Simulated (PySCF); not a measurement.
Choosing a molecule for a target property.

All species are isolated and taken at one optimised geometry, non-relativistic unless stated. Electronic properties by PySCF.

Dipoles, sizes and rotational constants follow the conformer. The torsions of the flexible species, by atom-mapped SMILES:
- `[CH3:1][C:2](=[O:3])[p:4]1[c:5]([F:6])[cH:7][cH:8][c:9]1[SiH3:10]`: C1–C2–P4–C5 -42°
- `[O:1]=[S:2](=[O:3])([OH:4])[c:5]1[cH:6][cH:7][nH+:8][cH:9][cH:10]1`: O1–S2–C5–C6 161°, H–O4–S2–O1 -41°
- `[CH3:1][CH:2]([CH3:3])[SiH2:4]/[CH:5]=[CH:6]/[SiH3:7]`: C1–C2–Si4–C5 -58°, C2–Si4–C5–C6 121°
- `[CH:1]#[C:2][c:3]1[n:4][c:5]([S:6][CH3:7])[cH:8][cH:9][p:10]1`: N4–C5–S6–C7 0°
- `[CH3:1][CH:2]([CH3:3])[SiH:4]1[CH2:5][SiH2:6][CH2:7]1`: C1–C2–Si4–C5 -172°
- `[CH2:1]=[CH:2][P:3]([CH2:4][OH:5])[c:6]1[cH:7][cH:8][cH:9][o:10]1`: C1–C2–P3–C4 -151°, C2–P3–C4–O5 -49°, C2–P3–C6–C7 -50°, H–O5–C4–P3 -68°

The conformers of `FC[C@@H]1CCCC[C@H](F)C1` aren't listed.

(1) Wanted: HOMO energy below -8 eV (PBE0/pcSseg-1) and HOMO–LUMO gap below 7.4 eV (PBE0/pcSseg-1), at GFN2-xTB geometries. Which candidate meets both?
A. `CC(C)[SiH]1C[SiH2]C1`
B. `O=S(=O)(O)c1cc[nH+]cc1`
C. `FC[C@@H]1CCCC[C@H](F)C1`
D. `CC(C)[SiH2]/C=C/[SiH3]`
E. `C=CP(CO)c1ccco1`
F. `C#CC1=PC=CC(SC)=N1`
G. `CC(=O)p1c(F)ccc1[SiH3]`

Answers

(1) B. Computed values:
```csv
species,HOMO energy,HOMO–LUMO gap
O=S(=O)(O)c1cc[nH+]cc1,-12.88 eV,5.34 eV
FC[C@@H]1CCCC[C@H](F)C1,-8.74 eV,9.96 eV
CC(C)[SiH2]/C=C/[SiH3],-7.69 eV,6.99 eV
CC(C)[SiH]1C[SiH2]C1,-7.51 eV,7.76 eV
CC(=O)p1c(F)ccc1[SiH3],-6.92 eV,5.16 eV
C#CC1=PC=CC(SC)=N1,-6.42 eV,4.31 eV
C=CP(CO)c1ccco1,-6.23 eV,5.84 eV
```
